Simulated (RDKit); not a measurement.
Input for RDKit: UFF on C2H2 (SMILES C#C).

```python
from rdkit import Chem
from rdkit.Chem import AllChem, rdDetermineBonds

blocks = [
'''4

C     0.02561728    0.01260885    3.34210437
C     0.04093513    0.02087484    4.53947933
H     0.01305000    0.00393898    2.27684715
H     0.05352160    0.02957627    5.60192430
''',
]
mol = None
for b in blocks:
    f = Chem.MolFromXYZBlock(b)
    rdDetermineBonds.DetermineBonds(f, charge=0)
    mol = f if mol is None else Chem.CombineMols(mol, f)
Chem.SanitizeMol(mol)
print(Chem.MolToSmiles(Chem.RemoveHs(mol)))
ff = AllChem.UFFGetMoleculeForceField(mol, vdwThresh=100.0, ignoreInterfragInteractions=False)
e = ff.CalcEnergy()
print(f'UFF energy {e:.6f} kcal/mol')
```

It printed:

```
C#C
UFF energy 0.038405 kcal/mol
```

The run finished.

Cost: very roughly 0.03 core-seconds.
